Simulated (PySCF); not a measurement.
**Hg: excitation energy**

Hg [Xe] 4f14 5d10 6s2 (1S) → Hg [Xe] 4f14 5d10 6s1 6p1 (3P), as a difference of total energies. All numbers are calculated (PySCF 2.14, scalar relativity by spin-free X2C-1e, in x2c-TZVPPall (11s7p7d3f1g, 97 functions)). Correlated levels: valence: [Xe] 4f14 frozen. The calculations carry no spin-orbit coupling.

```tsv
method	excitation energy (cm⁻¹)
UHF	29724
MP2 (valence)	42409
SCS-MP2 (valence)	42702
CCSD (valence)	40228
CCSD(T) (valence)	41023
```

A first-order spin-orbit estimate (lowest level to lowest level, LS coupling) adds -0.471 eV.

The basis was made for the ground configuration and has no added diffuse functions, so the excitation energy can come out too high.
